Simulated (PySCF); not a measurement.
## Interval between two levels of I⁺ by level of theory

I⁺ [Kr] 4d10 5s2 5p4 [3P2, M_J = 2] → I⁺ [Kr] 4d10 5s2 5p3 6s1 [5S2, M_J = 2], as a difference of total energies. Computed with PySCF 2.14 in x2c-SVPall-2c with one added diffuse shell each of s, p type (7s9p4d, 54 functions), with the two-component X2C-1e Hamiltonian. Correlated levels: [Ar] 3d10 frozen; the 6 highest virtual spinors dropped. "Screened" scales the spin-orbit matrix elements by Boettger's factors to mimic the two-electron term; Breit and QED terms are absent.

| method | interval between two levels (cm⁻¹) |
| --- | --- |
| GHF (spin-free) | 72610 |
| GMP2 (spin-free) | 73933 |
| GHF (screened spin-orbit) | 75545 |
| GMP2 (screened spin-orbit) | 76652 |

The spin-free rows relax to the high-spin LS determinant and lack the spin-orbit shift.

Errors of the correlated levels include the incompleteness of this basis and the frozen core.

The labels give the starting determinants; with spin-orbit coupling the two ends relaxed to ⟨J²⟩ = 6.02, ⟨L²⟩ = 2.36, ⟨S²⟩ = 1.86 and ⟨J²⟩ = 6.00, ⟨L²⟩ = 0.13, ⟨S²⟩ = 5.81.

For comparison: 81033 cm⁻¹ (measured; NIST Handbook of Basic Atomic Spectroscopic Data (Sansonetti and Martin, J. Phys. Chem. Ref. Data 34, 1559 (2005))).
